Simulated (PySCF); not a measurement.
Harmonic spectrum computed at PBE0 in the def2-SVP basis family (core potentials from Rb on, PySCF, no spin–orbit coupling):

```tsv
symmetry	ω (cm⁻¹)	IR (km/mol, summed over degenerate members)
b2u	129	0.0
a2u	199	13.3
eu	247	17.4
b2g	267	0.0
b1g	682	0.0
a1g	729	0.0
eu	743	331
```

Which molecule gave it? In each, all ligands are bound to the one heavy central atom.
A. RhF₄ (quartet)
B. RuF₄ (quintet)
C. IrF₄ (quartet)
D. PtF₄ (triplet)

C. It has D4h symmetry with Ir–F 1.838 Å (×4).
